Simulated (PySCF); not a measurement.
**MPb cations for M along group 13**

PBE0 with double-zeta basis sets in PySCF, for the lowest determinant that a PBE0 search found; no spin–orbit coupling. De refers to high-spin ground-configuration atoms (the charge goes to the atom of lower measured ionisation energy or higher electron affinity, which is not always the lowest computed limit). A positive dipole points towards Pb; it is taken about the centre of mass and depends on that origin.

```csv
M,basis,charged atom,state (unpaired electrons),Re (Å),ωe (cm⁻¹),De (eV),μ (D)
B,def2-SVP,Pb+,"triplet (σ ↑, π ↑)",2.456,397,n/a,-1.39
Al,def2-SVP,Al+,"triplet (σ ↑, π ↑)",3.052,156,n/a,-5.45
Ga,cc-pVDZ-PP,Ga+,"triplet (σ ↑, π ↑)",3.119,95.9,n/a,-3.83
In,def2-SVP,In+,"triplet (σ ↑, π ↑)",3.307,75.1,n/a,-3.23
Tl,cc-pVDZ-PP,Tl+,"triplet (σ ↑, π ↑)",3.406,58.7,n/a,-1.57
```

The shortest bond is that of BPb⁺ (2.456 Å), the longest that of TlPb⁺ (3.406 Å).

The rows differ in basis set, which adds steps of its own.

Down a group the atoms grow and get heavier, so bonds lengthen and wavenumbers fall; this series shows no clear exception.

These are scalar-relativistic numbers at best; spin–orbit coupling would shift them, the dissociation energy most. States were picked by a PBE0 search and need not be the measured ground states.
